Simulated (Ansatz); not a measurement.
Ansatz (a program for electronic structure) input:

Ansatz 0.2 input:
```yaml
crystal:
  periodic: [false, false, false]
  atoms:
    - {symbol: C, position_ang: [-1.93316744, 0.10856913, -0.08207281]}
    - {symbol: C, position_ang: [-1.23742733, -1.19134183, 0.12153581]}
    - {symbol: C, position_ang: [0.17241586, -1.18304788, 0.59800190]}
    - {symbol: C, position_ang: [1.03417128, -0.15771119, -0.15196171]}
    - {symbol: C, position_ang: [0.34412962, 1.20426018, -0.16856691]}
    - {symbol: C, position_ang: [-1.03997165, 1.12545357, -0.81068795]}
    - {symbol: N, position_ang: [2.33738485, -0.04569424, 0.50594611]}
    - {symbol: H, position_ang: [-2.20628471, 0.53959210, 0.89727596]}
    - {symbol: H, position_ang: [-2.87317399, -0.03222413, -0.62013512]}
    - {symbol: H, position_ang: [-1.80719040, -2.11109451, 0.14356510]}
    - {symbol: H, position_ang: [0.61795387, -2.17874229, 0.51759275]}
    - {symbol: H, position_ang: [0.21916912, -0.91091351, 1.66614984]}
    - {symbol: H, position_ang: [1.11976890, -0.49932301, -1.19584320]}
    - {symbol: H, position_ang: [0.26435825, 1.56228664, 0.86316801]}
    - {symbol: H, position_ang: [0.96889050, 1.92461205, -0.70582990]}
    - {symbol: H, position_ang: [-0.93775673, 0.82518126, -1.85805778]}
    - {symbol: H, position_ang: [-1.51472382, 2.10925770, -0.80743219]}
    - {symbol: H, position_ang: [2.93707403, 0.59741306, 0.00086833]}
    - {symbol: H, position_ang: [2.80931899, -0.94327774, 0.51956552]}
basis:
  gaussian:
    orbitals: def2-TZVP
hamiltonian:
  xc: b3lyp
  dispersion: d3bj
magnetization: {spin_polarized: true, initial_magnetization: 1}
phonons: {temperatures: {t_min: 298.15, t_max: 298.15, t_step: 100}}
```

Q: What final total energy does it print?

A: -290.70300 Eh (B3LYP-D3(BJ)/def2-TZVP). The basis has 289 functions.

It need not be the lowest isomer of its formula.
